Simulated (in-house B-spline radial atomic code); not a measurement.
# Removing one electron from Pd XI (Pd10+)

Closed shell [Ar] 3d10 4s2 4p6. Computed with a B-spline radial code for spherical atoms: Koopmans values of Dirac-Hartree-Fock plus a diagonal self-energy, in second order or with its direct term screened (direct RPA, with the hole-particle interaction, or full time-dependent Hartree-Fock), linearised in energy; no-pair Dirac-Coulomb Hamiltonian, finite nucleus. Shifts add to the Koopmans value (the ΔSCF shift is orbital relaxation alone); the final value takes TDHF screening with Breit and QED.

Command:
```bash
python run_mb.py task.json out
```
Settings (nuclear radius in fm, box in bohr, cutoff in hartree):
```
basis_form          2
Z                   46
core_configuration  [Ar] 3d10 4s2 4p6
rms_radius          4.5318
mass_number         106
speed_of_light      137.036
box_radius          7.237
lmax                7
intervals           61
virtual_cutoff      8464.0
```

Time taken, with all properties: 26 s on 1 thread of Arm Neoverse V2, with other jobs on the host.

Energies in eV:

```tsv
subshell	Koopmans	ΔSCF shift	second order	direct RPA	hole-particle	TDHF	Breit + QED	final
4p3/2	238.14	-0.659	?	?	?	?	?	?
4p1/2	243.91	-0.702	0.758	0.748	0.602	0.644	-0.179	244.37
```

(1) What does the self-energy do to 4p3/2?

## Answers

(1) It shifts the removal energy by 0.826 eV in second order, 0.757 with direct RPA, 0.657 with the hole-particle term and 0.706 with TDHF screening (quasi-particle weight 0.981); Breit and QED add -0.103 eV. The final value is 238.75 eV, against 238.57 ± 0.12 eV (NIST, semi-empirical).
